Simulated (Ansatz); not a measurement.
A structure relaxed at B3LYP/def2-TZVP in Ansatz, charge 0, doublet:

Cartesian coordinates in Å:
```
Rb -2.189 1.699 -2.300
Rb -0.001 1.063 1.564
Rb 2.190 -2.763 0.736
```

Task: Give its formula and point group.

Result: Rb3. Point group C2v (tolerance 0.1 Å).

Task: Summarise the bond lengths by kind (pairs closer than 1.2 times the sum of covalent radii, bridged metal pairs left out).

Result: 2 × Rb–Rb 4.49 Å.

In the def2 sets Rb takes a core potential; there is no spin–orbit coupling. The structure comes from a short search, and lower isomers may exist.
